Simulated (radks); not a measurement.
All-electron atom: Sb+ in [Kr] 4d10 5s2 5p2.

Calculated with a radial shooting solver on a logarithmic mesh with Libxc functionals: scalar-relativistic Kohn-Sham, BLYP, spin-unpolarised, spherical densities, finite nucleus; Fermi nuclear charge, rms radius 4.6802 fm.

Energy parts (eV):
| part | energy |
|---|---|
| total | -176373.580 |
| kinetic | 184465.196 |
| electron-nucleus | -426122.731 |
| Hartree | 69923.659 |
| exchange-correlation | -4639.705 |

Orbitals (lengths in bohr, moments of r in powers of bohr; <r^-3> diverges for s and p1/2; r(max) is where P^2 peaks):
[
 {"orbital": "1s", "occ.": "2", "eigenvalue (eV)": "-30316.84", "<1/r>": "54.32", "<r^-3>": "-", "<r^4>": "3.125e-06", "r(max)": "0.01835"},
 {"orbital": "2s", "occ.": "2", "eigenvalue (eV)": "-4620.550", "<1/r>": "12.41", "<r^-3>": "-", "<r^4>": "0.0005397", "r(max)": "0.1037"},
 {"orbital": "2p", "occ.": "6", "eigenvalue (eV)": "-4149.488", "<1/r>": "11.92", "<r^-3>": "5038", "<r^4>": "0.0003887", "r(max)": "0.08303"},
 {"orbital": "3s", "occ.": "2", "eigenvalue (eV)": "-912.3379", "<1/r>": "4.421", "<r^-3>": "-", "<r^4>": "0.02380", "r(max)": "0.3000"},
 {"orbital": "3p", "occ.": "6", "eigenvalue (eV)": "-758.7883", "<1/r>": "4.208", "<r^-3>": "942.8", "<r^4>": "0.02511", "r(max)": "0.2934"},
 {"orbital": "3d", "occ.": "10", "eigenvalue (eV)": "-524.3165", "<1/r>": "3.976", "<r^-3>": "129.8", "<r^4>": "0.02252", "r(max)": "0.2442"},
 {"orbital": "4s", "occ.": "2", "eigenvalue (eV)": "-157.0567", "<1/r>": "1.760", "<r^-3>": "-", "<r^4>": "0.7420", "r(max)": "0.7224"},
 {"orbital": "4p", "occ.": "6", "eigenvalue (eV)": "-110.0242", "<1/r>": "1.602", "<r^-3>": "175.2", "<r^4>": "1.062", "r(max)": "0.7620"},
 {"orbital": "4d", "occ.": "10", "eigenvalue (eV)": "-41.7688", "<1/r>": "1.295", "<r^-3>": "17.02", "<r^4>": "2.810", "r(max)": "0.8463"},
 {"orbital": "5s", "occ.": "2", "eigenvalue (eV)": "-20.5561", "<1/r>": "0.6000", "<r^-3>": "-", "<r^4>": "42.74", "r(max)": "1.868"},
 {"orbital": "5p", "occ.": "2", "eigenvalue (eV)": "-11.8976", "<1/r>": "0.4769", "<r^-3>": "15.03", "<r^4>": "109.0", "r(max)": "2.246"}
]

The highest occupied level is 5p at -11.898 eV. The electron density at the nucleus is 2.152e+05 e/bohr^3 (large components only).
